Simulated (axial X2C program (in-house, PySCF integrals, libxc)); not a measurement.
# Potential curves of GeB⁻, with spin–orbit coupling

All values were computed with an in-house relativistic program for diatomic molecules. Two-component (2c) means X2C with spin–orbit coupling and atomic mean-field two-electron Coulomb and Gaunt terms. Basis: Ge dyall-acv3z [10s10p8d5f1g], B dyall-av3z [8s7p3d2f] (cores contracted in-house); Gaussian nuclei, density fitting, unrestricted open shells. Masses: Ge 73.921 u, B 11.009 u.

State: Ω = 2 (⟨Sz⟩ = 1.00, ⟨Lz⟩ = 1.00 at LDA). Energies in cm⁻¹ from the fragments at the same level (Ge- + B). Fits are polynomials in 1 − R0/R over 0.85 to 1.23 times the lowest point R0.

```json
{"R (Å)": "1.6721", "LDA": "-28874", "PBE0": "-20445"}
{"R (Å)": "1.7490", "LDA": "-32202", "PBE0": "-24048"}
{"R (Å)": "1.8067", "LDA": "-33601", "PBE0": "-25603"}
{"R (Å)": "1.8643", "LDA": "-34280", "PBE0": "-26402"}
{"R (Å)": "1.9220", "LDA": "-34399", "PBE0": "-26612"}
{"R (Å)": "1.9893", "LDA": "-33999", "PBE0": "-26289"}
{"R (Å)": "2.0565", "LDA": "-33173", "PBE0": "-25515"}
{"R (Å)": "2.1430", "LDA": "-31683", "PBE0": "-24065"}
{"R (Å)": "2.2487", "LDA": "-29470", "PBE0": "-21871"}
{"R (Å)": "2.4025", "LDA": "-25937", "PBE0": "-18330"}
```

Occupations by symmetry block were frozen at the best pattern of an incomplete PBE0 search. De is counted from the lowest determinant-based energies of the atoms at the same level, without counterpoise correction. Density functionals use the spin component along the axis (collinear). The 2c atoms are single determinants rather than J levels; their spin–orbit lowering is only partly caught, and De is too large by that part. This holds for LDA, PBE0. PBE0 can misorder states that lie within some tenths of an eV, so this need not be the ground state of the molecule. The nearest other 2c determinant of the search, Ω = 1, lies 0.14 eV up at the distance of the search. The functionals have no current-density term, which raises determinants with orbital currents, atoms included. With several unpaired electrons one determinant need not be a pure state. Open-shell Ω = 0 determinants with evenly filled partner blocks cannot be reached by this program, so the Ω shown need not be the lowest component. The highest occupied level of some functionals is positive through self-interaction error; at Hartree–Fock it is bound.

Task: Fit the LDA curve near its minimum: give the equilibrium distance, the harmonic wavenumber and the well depth.

Result: At LDA, 2c: Re = 1.907 Å, ωe ≈ 698 cm⁻¹, De = 4.27 eV to Ge- + B; Be follows as 0.484 cm⁻¹.

Task: What are Re, ωe and De at the PBE0 level?

Result: At PBE0, 2c: Re = 1.917 Å, ωe ≈ 700 cm⁻¹, De = 3.30 eV to Ge- + B; Be follows as 0.479 cm⁻¹.
